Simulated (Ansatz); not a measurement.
Basis-set extrapolation for C2H7B2ClO (`CCB(O)BCl`) (PBE0-D4/def2-TZVP geometry, frozen core, Ansatz). Multiplicity 1, RHF reference.

|  | def2-TZVPP | def2-QZVPP |
| --- | --- | --- |
| HF | -663.713368 | -663.735449 |
| MP2 correlation | -0.972417 | -1.045772 |
| CCSD(T) correlation | -1.072211 | not run |

Energies in hartree. Use E(X) = E(∞) + A·exp(−7.88·√X) for Hartree–Fock and E(X) = E(∞) + B·X^(−2.97) for correlation, with X = 3 and 4, and add CCSD(T) minus MP2 of the smaller set to the MP2 limit.

**Question.** What is the CCSD(T) energy at the basis-set limit?

**Answer.** HF limit: -663.735449 + (-0.022081) × 0.13774 = -663.73849. MP2 limit: -1.045772 + (-0.073355) × 0.74074 = -1.10011. Higher-order term: -1.072211 − (-0.972417) = -0.09979. Total: -664.93839 hartree, 4.16 eV below CCSD(T)/def2-TZVPP.
